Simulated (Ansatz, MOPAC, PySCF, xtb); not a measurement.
Pair of molecules: BrH3Sn (SMILES [Br][SnH3]) (first 5 atoms) with NH3 (SMILES N); geometry from B3LYP-D3(BJ)/def2-TZVP, rigid monomers moved along the line of their centres of mass till Sn2···N6 is 4.20 Å.
(charge 0, multiplicity 1):
```tsv
atom	x (Å)	y (Å)	z (Å)
Br	2.3333	-0.3259	0.9776
Sn	0.4383	1.0620	0.0434
H	1.1379	1.6311	-1.4228
H	0.1374	2.3863	1.0683
H	-0.8834	0.0554	-0.3238
N	-1.3122	-0.3036	3.6135
H	-2.2347	-0.1276	3.9958
H	-1.2002	-1.3063	3.5130
H	-0.6266	0.0026	4.2947
```

Interaction energies are E(AB) − E(A) − E(B) at the monomers' geometry in the complex; basis-set methods are counterpoise corrected. Rows marked so take none.

Rows in STO-3G carry no dispersion term and start afresh at each structure; the Pople sets are all-electron and without relativity. The state reached by AM1 isn't checked.

The values were computed with Ansatz (a quantum-chemistry and plane-wave program) with Gaussian orbitals; MOPAC for AM1 (differences of heats of formation); PySCF for STO-3G rows, the dispersion terms; xtb for the GFN methods.  In def2 rows elements past Kr take small-core potentials, without spin–orbit coupling.

Question: One of these levels gives -8.3 kJ/mol for the interaction energy. Which one is it?
A) PBE-D3(BJ)/def2-TZVPPD
B) HF/STO-3G (no counterpoise)
C) GFN-FF
D) AM1

Answer: B, HF/STO-3G (no counterpoise). The others give -3.9 (GFN-FF), -0.8 (AM1), -10.7 (PBE-D3(BJ)/def2-TZVPPD)
